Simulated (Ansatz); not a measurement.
Start from `O[B](F)[AlH][F]` and change one atom or group to get `C=NB(O)F`.

Ansatz, PBE0-D4/def2-TZVP geometries, multiplicity 1. Each molecule was computed in one conformer, which needn't be the lowest.

```csv
property,`O[B](F)[AlH][F]`
HOMO–LUMO gap (PBE/def2-TZVPP) / eV,3.75
"ideal-gas entropy at 298 K and 1 bar (rigid rotor, harmonic PBE0-D4/def2-TZVP) / J/(mol·K)",339
LUMO energy (PBE0/def2-TZVPP) / eV,-2.12
HOMO energy (PBE/def2-TZVPP) / eV,-6.64
HOMO energy (PBE0/def2-TZVPP) / eV,-7.96
HOMO energy (ωB97M-V/def2-TZVPP) / eV,-10.10
```

(1) Give the same properties after the change, and the shifts. (Estimate.)

## Answers

(1) Computed: 
```tsv
property	`C=NB(O)F`	shift
HOMO–LUMO gap (PBE/def2-TZVPP) / eV	3.94	0.19
ideal-gas entropy at 298 K and 1 bar (rigid rotor, harmonic PBE0-D4/def2-TZVP) / J/(mol·K)	308	-31
LUMO energy (PBE0/def2-TZVPP) / eV	-1.13	0.99
HOMO energy (PBE/def2-TZVPP) / eV	-6.19	0.45
HOMO energy (PBE0/def2-TZVPP) / eV	-7.65	0.31
HOMO energy (ωB97M-V/def2-TZVPP) / eV	-9.99	0.11
```

With PBE0 the HOMO rises by 0.31 eV and the LUMO rises by 0.99 eV, so the gap widens by about 0.68 eV. PBE moves the HOMO by 0.45 eV and ωB97M-V by 0.11 eV. The zero-point energy changes by 56.9 kJ/mol with +3 modes.
